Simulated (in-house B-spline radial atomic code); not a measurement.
Values are calculated unless marked as measured or tabulated.
**Be ion on Ti atom: potential, deflection and energy transfer**

The pair potential comes from two frozen, spherical free-atom densities (PBE, B-spline radial code, scalar-relativistic past argon): electrostatics plus the change in Thomas-Fermi kinetic and Dirac exchange energy where they overlap, the recipe behind the universal ZBL potential, which averages such potentials (from solid-state densities) over many pairs. It is written V = (Z1 Z2 e²/r) φ(r/a), with e² = 14.3996 eV·Å and a = 0.46850 Å/(Z1^0.23 + Z2^0.23); ZBL's fit is φ = 0.18175 e^(−3.1998x) + 0.50986 e^(−0.94229x) + 0.28022 e^(−0.4029x) + 0.02817 e^(−0.20162x). Where φ falls below 4e-4 it is continued as an exponential.

Masses 9.01 and 47.87 u.

```json
{"x = r/a": "0.1", "φ, this pair": "0.8952", "φ, ZBL": "0.8928"}
{"x = r/a": "0.5", "φ, this pair": "0.6336", "φ, ZBL": "0.6096"}
{"x = r/a": "1.5", "φ, this pair": "0.3243", "φ, ZBL": "0.2995"}
{"x = r/a": "3", "φ, this pair": "0.1494", "φ, ZBL": "0.1292"}
{"x = r/a": "5", "φ, this pair": "0.06421", "φ, ZBL": "0.05224"}
{"x = r/a": "8", "φ, this pair": "0.0201", "φ, ZBL": "0.01705"}
{"x = r/a": "12", "φ, this pair": "0.005075", "φ, ZBL": "0.00474"}
```

**Question.** At x = 4 the electrostatic, kinetic and exchange parts are 89.76, 156.04 and -22.12 eV. Find r, V and φ.

**Answer.** a = 0.46850/(1.3755 + 2.0359) = 0.13733 Å, so r = 0.54933 Å. V = 89.76 + 156.04 + (-22.12) = 223.68 eV. The bare repulsion is 4 × 22 × 14.3996/0.54933 = 2306.8 eV, so φ = 0.0970, +20.8 % against ZBL's 0.0803. The kinetic (Pauli) term is 70 % of V here.

**Question.** The ion comes in at 0.1096 keV with impact parameter 0.0687 Å. The scattering integral gives a centre-of-mass angle of 165.6° and a closest approach of 5.43 a. What are the reduced energy, the energy passed on and the laboratory angles?

**Answer.** ε = E a M2/(Z1 Z2 e² (M1 + M2)) = 109.6 × 9.1210e-05 = 0.01. The most that one collision can pass on is γE with γ = 4 M1 M2/(M1 + M2)² = 0.5332. Here T = γE sin²(θ/2) = 0.5332 × 109.6 × 0.9843 = 57.55 eV. The ion turns by arctan(sin θ/(cos θ + M1/M2)) = 162.3° (second quadrant: it bounces back), and the struck atom leaves at (180° − θ)/2 = 7.2°. The closest approach is 0.746 Å. With ZBL the angle would be 164.45° and T = 57.39 eV.
